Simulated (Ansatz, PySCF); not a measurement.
Dimer: N2 (SMILES N#N) (first 2 atoms) with H2S (SMILES S); geometry from B3LYP-D3(BJ)/def2-TZVP.
(charge 0, multiplicity 1):
| atom | x (Å) | y (Å) | z (Å) |
|---|---|---|---|
| N | 0.4077 | -0.8573 | -0.5943 |
| N | 0.1869 | 0.0719 | -0.0674 |
| S | -0.3678 | 0.4429 | 3.6621 |
| H | -0.4159 | 1.0436 | 2.4629 |
| H | 0.9579 | 0.6268 | 3.7671 |

Interaction energies are E(AB) − E(A) − E(B) at the monomers' geometry in the complex; basis-set methods are counterpoise corrected. Rows marked so take none.

Rows in 3-21G, STO-3G carry no dispersion term and start afresh at each structure.

Run with Ansatz (a first-principles code); PySCF for 3-21G rows, STO-3G rows, the dispersion terms. Values without a source in brackets are computed.

```json
[
 {"level": "HF/STO-3G (no counterpoise)", "interaction energy (kcal/mol)": "-0.05"},
 {"level": "HF/3-21G (no counterpoise)", "interaction energy (kcal/mol)": "-0.48"},
 {"level": "HF/aug-cc-pV(T+d)Z", "interaction energy (kcal/mol)": "0.38"},
 {"level": "BLYP/def2-TZVPPD", "interaction energy (kcal/mol)": "0.33"},
 {"level": "revPBE-D3(BJ)/def2-TZVPPD", "interaction energy (kcal/mol)": "-0.65"},
 {"level": "B97M-V/def2-TZVPPD", "interaction energy (kcal/mol)": "-0.57"},
 {"level": "B3LYP/def2-TZVPPD", "interaction energy (kcal/mol)": "0.13"},
 {"level": "PBE0/def2-TZVPPD", "interaction energy (kcal/mol)": "___"},
 {"level": "PBE0-D3(BJ)/def2-TZVPPD", "interaction energy (kcal/mol)": "___"}
]
```

### Question
What belongs in the gaps?

### Answer

- PBE0/def2-TZVPPD, interaction energy (kcal/mol): -0.23
- PBE0-D3(BJ)/def2-TZVPPD, interaction energy (kcal/mol): -0.69
